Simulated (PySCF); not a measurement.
MSb cations for M along the alkali metals

MP2 with double-zeta basis sets in PySCF, for the lowest determinant that a PBE0 search found; no spin–orbit coupling. De refers to high-spin ground-configuration atoms (the charge goes to the atom of lower measured ionisation energy or higher electron affinity, which is not always the lowest computed limit).

```json
{"M": "Li", "basis": "def2-SVP", "reference, frozen orbitals": "UHF, 4", "charged atom": "Li+", "state (unpaired electrons)": "quartet (σ ↑, π ↑↑)", "Re (Å)": "3.029", "ωe (cm⁻¹)": "190", "De (eV)": "0.38"}
{"M": "Na", "basis": "cc-pVDZ/cc-pVDZ-PP", "reference, frozen orbitals": "UHF, 5", "charged atom": "Na+", "state (unpaired electrons)": "quartet (σ ↑, π ↑↑)", "Re (Å)": "3.409", "ωe (cm⁻¹)": "102", "De (eV)": "0.29"}
{"M": "K", "basis": "x2c-SVPall", "reference, frozen orbitals": "UHF, 23", "charged atom": "K+", "state (unpaired electrons)": "quartet (σ ↑, π ↑↑)", "Re (Å)": "3.863", "ωe (cm⁻¹)": "66.8", "De (eV)": "0.22"}
{"M": "Rb", "basis": "def2-SVP", "reference, frozen orbitals": "UHF, 4", "charged atom": "Rb+", "state (unpaired electrons)": "quartet (σ ↑, π ↑↑)", "Re (Å)": "4.116", "ωe (cm⁻¹)": "37.7", "De (eV)": "0.12"}
{"M": "Cs", "basis": "def2-SVP", "reference, frozen orbitals": "UHF, 4", "charged atom": "Cs+", "state (unpaired electrons)": "quartet (σ ↑, π ↑↑)", "Re (Å)": "4.327", "ωe (cm⁻¹)": "32.2", "De (eV)": "0.11"}
```

The shortest bond is that of LiSb⁺ (3.029 Å), the longest that of CsSb⁺ (4.327 Å).

The rows differ in basis set, which adds steps of its own.

Down a group the atoms grow and get heavier, so bonds lengthen and wavenumbers fall; this series shows no clear exception.

Correlated steps freeze the inner cores (4 to 23 orbitals); shallow outer-core shells are correlated. Weak bonds: CsSb⁺, KSb⁺, LiSb⁺, NaSb⁺, RbSb⁺. Basis-set superposition, not corrected here, can be much of De in a small basis, most of all at correlated wavefunction levels. Spin–orbit coupling is left out, which matters for elements this heavy, above all for dissociation energies. For an ion De counts to the pair picked by the measured ionisation energies or electron affinities, which need not be the lowest pair at this level. States were picked by a PBE0 search and need not be the measured ground states.
